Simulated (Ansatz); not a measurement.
Abridged output of a molecular run in Ansatz:

```
Functional definition: HF
1671 factors; integrals over basis functions are off by at most 9.0e-4 eV
mean field evaluation 1: about -70238.1990 eV, gradient 3.5e1 eV
mean field evaluation 2: about -70238.4538 eV, gradient 3.6e1 eV
mean field evaluation 4: about -70241.6528 eV, gradient 4.2e0 eV
mean field evaluation 8: about -70241.7182 eV, gradient 1.2e-1 eV
mean field -70241.71824063 eV, -2581.3355337966 hartree, gradient 2.7e-6 eV, S^2 0.000000; 0 other end points of the search recorded, 0 dependent functions left out
20 core orbitals not correlated: weight in the atoms' cores, before any rotation towards them, 1.000 or more for the frozen orbitals, at most 0.000 for the correlated occupied ones
reference -70241.71824063 eV, -2581.3355337966 hartree; 18, 18 occupied and 251, 251 virtual orbitals, 1671 factors
second order -20.38958832 eV of doubles, -0.00000000 eV of singles
cycle   1  -20.96297904 eV  change   -5.7e-1 eV  update   1.2e-1
cycle   2  -21.73551480 eV  change   -7.7e-1 eV  update   3.7e-2
cycle   3  -21.87355724 eV  change   -1.4e-1 eV  update   1.8e-2
cycle   4  -21.85964726 eV  change    1.4e-2 eV  update   3.6e-3
cycle   5  -21.85922276 eV  change    4.2e-4 eV  update   1.4e-3
cycle   6  -21.85919685 eV  change    2.6e-5 eV  update   3.1e-4
cycle   7  -21.85902726 eV  change    1.7e-4 eV  update   1.1e-4
cycle   8  -21.85902960 eV  change   -2.3e-6 eV  update   2.8e-5
perturbative correction -0.72357492 eV, -0.0265908878 hartree
Total energy: -70264.30084516 eV, -2582.1654292058 hartree
```

Its atoms:

```xyz
13

Si   -0.050    0.154   -1.761
O     0.139    0.169   -0.096
Si    1.467    0.413    0.896
Ga   -1.612   -0.626    0.982
H    -1.390    0.701   -2.060
H     1.017    1.017   -2.326
H     0.096   -1.231   -2.259
H     1.004    1.151    2.089
H     2.443    1.217    0.118
H     2.056   -0.895    1.259
H    -2.368    0.728    1.233
H    -0.740   -1.249    2.141
H    -2.062   -1.550   -0.215
```

(1) Which basis set was used?
A. def2-TZVPP
B. cc-pV(Q+d)Z
C. cc-pV(D+d)Z
D. def2-SVP

(2) Write the keys of the input that set method, charge and spin (a neutral closed shell needs none for the last two).

Answers

(1) A. It gives 289 functions.

(2) 
```yaml
correlation: {method: ccsd_t}
```
